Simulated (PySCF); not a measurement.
Compound: C₅H₉Cl₂FSi.
Geometry (GFN2-xTB, Å), atoms numbered from 1 in this order:
```
atom  x, y, z in Å
C1     2.9701    0.5000   -0.0183
C2     1.9495    0.1743    0.7601
Si3    0.5988   -1.0566    0.3087
C4    -1.0559   -0.0563    0.3241
C5    -0.8561    1.3198   -0.2911
F6    -0.2777    1.1932   -1.5339
C7    -2.1178   -0.8001   -0.4451
Cl8   -2.2065   -2.4904    0.0749
Cl9   -3.7361   -0.0613   -0.2342
H10    3.0931    0.0687   -0.9976
H11    3.7242    1.2121    0.2811
H12    1.8845    0.6418    1.7375
H13    0.5104   -2.0872    1.3441
H14    0.7897   -1.6112   -1.0286
H15   -1.3944    0.0832    1.3527
H16   -0.1718    1.9248    0.3097
H17   -1.8006    1.8544   -0.4387
H18   -1.9121   -0.8029   -1.5170
```

Mayer bond orders were computed from the PBE0/pcSseg-1 density (PySCF). The structure is a single GFN2-xTB conformer in the gas phase; no vibrational or solvent corrections.

Question: The orders 0.78, 0.86, 0.95, 1.03, 1.99 belong to the bonds C1–C2, Si3–C4, C4–C5, C4–C7, C5–F6, in another order. Match them.

Answer: Si3–C4 0.78; C5–F6 0.86; C4–C7 0.95; C4–C5 1.03; C1–C2 1.99.

Question: Set the orders of all bonds between heavy atoms beside their lengths and the difference of the Mulliken charges at their ends.

Answer: 
```
  bond  Mayer order  length (Å)  q(first) − q(second) (e)
 C1–C2        1.994       1.324                    +0.397
 C4–C5        1.026       1.521                    -0.776
C7–Cl8        1.017       1.771                    -0.139
C7–Cl9        1.005       1.791                    -0.124
 C4–C7        0.951       1.508                    -0.358
C2–Si3        0.883       1.882                    -1.262
 C5–F6        0.860       1.377                    +0.561
Si3–C4        0.778       1.934                    +1.289
```

For a closed shell the Mayer order of atoms A and B is Σ (PS)μν (PS)νμ over the basis functions μ on A and ν on B, with P the density and S the overlap matrix.
